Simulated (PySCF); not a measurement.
Predicted microwave data (PBE0/pcSseg-1 in PySCF (dipole) on a GFN2-xTB geometry, gas phase) for one isomer of C7H10Cl2:

```
Rotational constants : A = 1472, B = 842.7, C = 576.3 MHz
Dipole components    : |μa| = 2.20 D, |μb| = 0.51 D, |μc| = 1.41 D
Inertial defect      : -65.99 u·Å²
κ                    : -0.41
```

Problem. Which structure is it? (One computed conformer of each.)
A. `[CH3:1][CH:2]1[CH2:3][C:4](=[CH:5][CH:6]([Cl:7])[Cl:8])[CH2:9]1` with C4–C5–C6–Cl7 -120°
B. `[Cl:1][CH2:2][C:3]([Cl:4])=[C:5]1[CH2:6][CH2:7][CH2:8][CH2:9]1` with Cl1–C2–C3–Cl4 103°, C3–C5–C6–C7 166°, C5–C6–C7–C8 32°, C6–C7–C8–C9 -39°, C7–C8–C9–C5 30°
C. `[CH2:1]=[CH:2][CH2:3]/[CH:4]=[C:5](\[CH3:6])[CH:7]([Cl:8])[Cl:9]` with C1–C2–C3–C4 -117°, C2–C3–C4–C5 -104°, C4–C5–C7–Cl8 -117°

Solution. B. It is ClCC(Cl)=C1CCCC1, an asymmetric top, point group C1. The candidates at the same level (rigid rotor, commonest isotopes):

```csv
SMILES,A (MHz),B (MHz),C (MHz),μa (D),μb (D),μc (D),Δ (u·Å²),point group,rotor
CC1CC(=CC(Cl)Cl)C1,2272,511.6,460.4,3.49,0.28,0.35,-112.54,C1,near-prolate asymmetric top
C=CC/C=C(\C)C(Cl)Cl,2090,522.0,471.2,2.36,0.67,0.18,-137.30,C1,near-prolate asymmetric top
ClCC(Cl)=C1CCCC1,1472,842.7,576.3,2.20,0.51,1.41,-65.99,C1,asymmetric top
```

`C=CC/C=C(\C)C(Cl)Cl` has A 42 % too high; `CC1CC(=CC(Cl)Cl)C1` has A 54 % too high. No structure here is proved a minimum.
